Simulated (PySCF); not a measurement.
H₂INZn, SMILES [I][Zn][NH2].

The structure is a stationary point at B3LYP-D3(BJ)/def2-SVP. The def2 effective core potentials stand for the cores of I; spin–orbit coupling is left out. One conformer was computed; it need not be the lowest.

Level of theory: PySCF with TDA-M06-2X/def2-SVPD.

Vertical excitations. Isolated molecule, no solvent. State labels are in the subgroup Cs.

**Question.** Give excitation energies, oscillator strengths and character. (The exact figures need the calculation; the answer reports its results.)

**Answer.** 
| state | symmetry | energy (eV) | λ (nm) | f | main pairs |
|---|---|---|---|---|---|
| S1 | A' | 4.99 | 248 | 0.034 | HOMO→LUMO 88 % |
| S2 | A" | 5.37 | 231 | 0.034 | HOMO−1→LUMO 94 % |
| S3 | A' | 5.51 | 225 | 0.079 | HOMO−2→LUMO 86 % |
| S4 | A" | 5.62 | 221 | 0.003 | HOMO→LUMO+1 89 % |
| S5 | A" | 6.09 | 203 | 0.001 | HOMO−2→LUMO+1 86 % |
| S6 | A' | 6.19 | 200 | 0.002 | HOMO−1→LUMO+1 71 %, HOMO→LUMO+2 21 % |
| S7 | A' | 6.43 | 193 | 0.046 | HOMO→LUMO+2 59 %, HOMO−3→LUMO 20 %, HOMO−1→LUMO+1 12 % |
| S8 | A" | 6.43 | 193 | 0.001 | HOMO−1→LUMO+2 93 % |
| S9 | A' | 6.82 | 182 | 0.028 | HOMO−2→LUMO+2 76 %, HOMO−3→LUMO 14 % |
| S10 | A' | 7.13 | 174 | 0.038 | HOMO→LUMO+3 53 %, HOMO→LUMO+6 15 %, HOMO−2→LUMO+6 12 % |
| T1 | A' | 4.47 | 278 | 0 | HOMO→LUMO 74 %, HOMO−2→LUMO 19 % |
| T2 | A" | 5.08 | 244 | 0 | HOMO−1→LUMO 91 % |
| T3 | A' | 5.12 | 242 | 0 | HOMO−2→LUMO 71 %, HOMO→LUMO 19 % |
| T4 | A" | 5.53 | 224 | 0 | HOMO→LUMO+1 86 % |
Triplets are in the Tamm–Dancoff approximation.
